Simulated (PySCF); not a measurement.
**An excited-state table with gaps**

C3H5NO4S.
SMILES: `C=C(C(N)=O)S(=O)(=O)O`

Level of theory: PySCF, TDDFT PBE0/def2-SVPD, vertical, gas phase, core orbitals frozen in the response. The structure is a single GFN2-xTB conformer in the gas phase; no vibrational or solvent corrections. Torsions of this conformer, `[CH2:1]=[C:2]([C:3]([NH2:4])=[O:5])[S:6](=[O:7])(=[O:8])[OH:9]`: C1–C2–C3–N4 -162°, C1–C2–S6–O7 -2°, H–N4–C3–C2 3°, H–N4–C3–C2 180°, H–O9–S6–C2 105°.

Orbital energies (eV): HOMO-3 -9.80, HOMO-2 -9.23, HOMO-1 -8.35, HOMO -8.05, LUMO -2.11, LUMO+1 -0.20, LUMO+2 0.46.

Lowest singlets, with some entries withheld (?).

```csv
state,E (eV),f,"main configurations (H = HOMO, L = LUMO)"
S1,4.38,0.0005,H→L (95%)
S2,5.27,0.018,H-1→L (97%)
S3,6.33,0.031,"H-3→L (57%), H-2→L (36%)"
S4,6.62,0.0024,"H→L+2 (37%), H→L+1 (23%), H→L+3 (14%)"
S5,?,?,?
S6,?,?,?
```

Question: Supply the missing values.

Answer: 
- S5: E = 6.75 eV; f = 0.217; H-2→L (52%), H-3→L (31%)
- S6: E = 6.86 eV; f = 0.019; H-4→L (70%), H→L+1 (11%), H-3→L (10%)

Question: How far apart are S3 and S5, in eV and cm⁻¹?

Answer: 6.753 − 6.335 = 0.418 eV, or about 3370 cm⁻¹.

Question: Where do the lowest triplets lie (Tamm–Dancoff)?

Answer: T1 3.91 eV, H→L (55%), H-2→L (37%); T2 4.23 eV, H-2→L (42%), H→L (37%), H-1→L (11%). E(S1) − E(T1) = +0.47 eV.

Question: What is the mean static polarisability from the same response equations?

Answer: 76.3 au (11.31 Å³), with principal values 58.1, 82.6 and 88.3 au.
